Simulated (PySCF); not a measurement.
## ReH₂, broken-symmetry Ms = 1/2: structure and spectrum

Level of theory: UPBE0 in PySCF with Re def2-TZVP with ECP60, H def2-TZVP; scalar-relativistic core potentials, no spin–orbit coupling; density-fitted integrals.

The structure is a minimum.

Z-matrix (Å, degrees; charge 0 multiplicity 2):
```
Re
H  1 1.6347
H  1 1.6347 2 110.60
```

| Item | Value |
| --- | --- |
| Point group | C2v |
| Bond lengths | Re–H 1.635 Å (×2) |
| Bond angles | H–Re–H 110.6° |
| Lowest empty level (α) | -2.62 eV |
| Rotational symmetry number | 2 |
| Highest occupied level (β) | -5.63 eV |
| Spin squared ⟨S²⟩ | 1.756 |
| Zero-point energy | 29.9 kJ/mol |
| Heat capacity Cp at 298.15 K | 36.7 J/(mol K) |
| Rotational constants | 9.761, 4.63, 3.141 cm⁻¹ |
| Principal polarisabilities | 43.2, 50.1, 56.2 bohr³ |
| Atomisation energy without zero-point energy | 388 kJ/mol |
| Entropy at 298.15 K and 1 bar (electronic part: spin only) | 238.6 J/(mol K) |
| Dipole moment | 1.64 D |
| Principal quadrupole moments (Buckingham, traceless) about the centre of mass | -1.54, 0.21, 1.33 D Å |
| Enthalpy at 298.15 K above 0 K | 10.20 kJ/mol |

Harmonic modes (masses in u: Re 186.956, H 1.008):
| ω (cm⁻¹) | IR (km/mol) |
| --- | --- |
| 716 | 47.4 |
| 2142 | 143 |
| 2145 | 31.9 |

Charges (e):
```json
{"atom": "Re1", "Mulliken": "0.10", "Löwdin": "0.16", "polar tensor": "0.44", "spin (Mulliken)": "1.07", "Mayer order to Re1": "–"}
{"atom": "H2,3", "Mulliken": "-0.05", "Löwdin": "-0.08", "polar tensor": "-0.22", "spin (Mulliken)": "-0.04", "Mayer order to Re1": "1.02"}
```

Mulliken populations on Re1 (electrons outside its core potential): s 3.17, p 6.14, d 5.58, f 0.01.

Outer orbital energies (eV). α occupied: -10.03, -9.36, -6.90, -6.80, -6.13; empty: -2.62, -1.89, -1.28, -0.34. β occupied: -10.02, -9.19, -6.53, -5.63; empty: -2.20, -2.17, -1.63, -1.10.

The determinant is spin-contaminated (⟨S²⟩ = 1.76, pure value 0.75). The spin densities have lower symmetry than the nuclear frame, so modes carry no symmetry labels. This need not be the most stable arrangement of these atoms. Other spin states or occupations of the open shell can lie lower. At this level a sextet minimum of C2v symmetry lies 94 kJ/mol below this structure. Spin–orbit coupling, left out here, can matter for elements this heavy.

The final relaxation and frequency run took about 60 core-seconds on a shared host.
